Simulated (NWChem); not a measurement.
germylsilane (GeSiH₆); SMILES [SiH3][GeH3]

Computed with NWChem. Structure relaxed at the B3LYP/6-31G* (spherical d) level. Vertical excitations in the gas phase; the lowest state need not have the same character in each row.

For level B3LYP/def2-TZVP, TDA:

```yaml
lowest excitation, singlet (eV): 7.49
orbital gap (eV): 8.12
```

Problem. Estimate the same quantities for level B3LYP/def2-SVPD, TDA.

Solution. 
* **lowest excitation, singlet (eV)**: 7.15
* **orbital gap (eV)**: 7.86
